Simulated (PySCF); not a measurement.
An unknown is described by computed data only.

Formula: C6H14O.

| Property | Result |
| --- | --- |
| Dipole | 1.14 D [PBE0/pcSseg-1] |
| Rotational structure | rotational constants A, B, C: 3.475, 1.637, 1.201 GHz [GFN2-xTB] |
| 13C NMR | chemical shifts (computed TMS as zero) by class: 82.5 (1 C), 68.5 (1 C), 35.7 (1 C), 21.2 (1 C), 18.2 (1 C), 13.8 (1 C) ppm [GIAO PBE0/pcSseg-1] |
| NMR, other nuclei | isotropic shieldings of nuclei other than C and H, by class: 262 (1 O) ppm [GIAO PBE0/pcSseg-1] |
| 1H NMR | chemical shifts (computed TMS as zero) by class: 4.01 (1 H), 3.18 (1 H), 3.14 (1 H), 1.47 (1 H), 1.30 (3 H), 1.25 (1 H), 1.16 (3 H), 1.10 (3 H) ppm [GIAO PBE0/pcSseg-1] |

Gas-phase values; electronic properties from PySCF, density fitting. Levels stand in brackets. The structure is a single GFN2-xTB conformer in the gas phase; no vibrational or solvent corrections. NMR classes are plain means over equivalent atoms (diastereotopic ones count apart unless rotation or inversion swaps them), as if these changed places fast.

Question: Give a SMILES that accounts for the data.

Answer: Numbering: `[CH3:1][CH2:2][O:3][C@H:4]([CH3:5])[CH2:6][CH3:7]`. Its formula, C6H14O, gives 0 degrees of unsaturation, so no ring and no π bond. 6 carbons fall into 6 classes; from least to most shielded: sp3 carbon bound to oxygen [C4] (82.5 ppm), sp3 carbon bound to oxygen [C2] (68.5 ppm), chain CH2 carbon [C6] (35.7 ppm), methyl carbon [C5] (21.2 ppm), methyl carbon [C1] (18.2 ppm), methyl carbon [C7] (13.8 ppm). Hydrogen classes from least to most shielded: 1 H on an sp3 carbon bound to oxygen, C2 (4.01 ppm), 1 H on an sp3 carbon bound to oxygen, C2 (3.18 ppm), 1 H on an sp3 carbon bound to oxygen, C4 (3.14 ppm), 1 H on a chain CH2 carbon, C6 (1.47 ppm), 3 H on a methyl carbon, C1 (1.30 ppm), 1 H on a chain CH2 carbon, C6 (1.25 ppm), 3 H on a methyl carbon, C5 (1.16 ppm, a mean of values up to 1.0 ppm apart in this geometry), 3 H on a methyl carbon, C7 (1.10 ppm, a mean of values up to 0.9 ppm apart in this geometry). The other shieldings belong to: 262 ppm, ether oxygen [O3]. The optimised geometry has point group C1 and is an asymmetric top. Structure: s-BuOEt, `CCO[C@H](C)CC`. Computed isomers that give other values at the same levels: `CCCOC(C)C` (13C chemical shifts (computed TMS as zero) by class: 76.8 (1 C), 76.0 (1 C), 28.3 (1 C), 24.0 (2 C), 11.7 (1 C) ppm); `COCC(C)(C)C` (13C chemical shifts (computed TMS as zero) by class: 87.2 (1 C), 61.4 (1 C), 34.8 (1 C), 28.2 (3 C) ppm); `CCOC(C)(C)C` (13C chemical shifts (computed TMS as zero) by class: 74.5 (1 C), 60.5 (1 C), 29.6 (3 C), 18.6 (1 C) ppm). The assignments are read from this structure; whether some other isomer fits the data as well wasn't checked. The mirror image fits equally.

Conformer computed: `[CH3:1][CH2:2][O:3][C@H:4]([CH3:5])[CH2:6][CH3:7]`: C1–C2–O3–C4 -169°, C2–O3–C4–C5 -75°, O3–C4–C6–C7 -66°.
